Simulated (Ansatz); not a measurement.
`B[Si](C)(O)F` + H₂ → `B[SiH](O)F` + CH₄ at 400 K and 1 bar (hydrogenolysis of the Si–C bond).

Computed with Ansatz on PBE0-D4/def2-TZVP structures; ΔE is electronic, products minus reactants. CCSD(T)/CBS adds triple-zeta CCSD(T) − MP2 to the extrapolated MP2 energy (def2 sets, frozen cores). This one scheme is used for every species. Each species was taken in one conformer, which may not be the lowest.

```
       species  CCSD(T)/CBS energy (Eh)  H − E (kJ/mol)  S (J/(mol·K))
`B[Si](C)(O)F`               -530.60219           231.9          403.3
            H₂                 -1.17544            38.0          139.0
  `B[SiH](O)F`               -491.32150           149.9          349.5
           CH₄                -40.46206           131.3          197.2
```

H − E and S are ideal-gas, rigid-rotor, harmonic terms from PBE0-D4/def2-TZVP, for one conformer and one mirror image of each species. For small species the MP2-based limit differs from directly extrapolated CCSD(T) by up to some mEh (0.8 for H₂); such offsets cancel only in part. 1 Eh = 2625.50 kJ/mol, R = 8.31446 J/(mol·K).

Task: By hand: ΔE, ΔH, ΔS and ΔG.

Result: ΔE = (-491.32150) + (-40.46206) − (-530.60219) − (-1.17544) = -0.00593 Eh = -15.6 kJ/mol. Δ(H − E) = 149.9 + 131.3 − 231.9 − 38.0 = 11.3, so ΔH = -4.3 kJ/mol. ΔS = 349.5 + 197.2 − 403.3 − 139.0 = 4.4 J/(mol·K). ΔG = -4.3 − 400 × (4.4)/1000 = -6.1 kJ/mol.

Task: By hand: the equilibrium constant, and the temperature at which ΔG would vanish if ΔH and ΔS stayed fixed.

Result: log₁₀ K = −ΔG/(RT ln 10) = 0.8. ΔH and −TΔS have one sign here, so there is no such temperature. One of them is within its doubt of zero, so this could turn.

TΔS isn't small against ΔH here. A doubt of 5 kJ/mol in ΔE shifts log₁₀ K by 0.7 here. Other conformers and mirror images would add mixing entropy, several J/(mol·K) or more a flexible species. Modes under 60 cm⁻¹, often nearly free rotors, make the harmonic entropy too high. These are equilibria of isolated gas molecules and say nothing of rates. Largest T1 diagnostic: 0.012 (customary marks: 0.02 for closed shells, 0.045 for open ones).
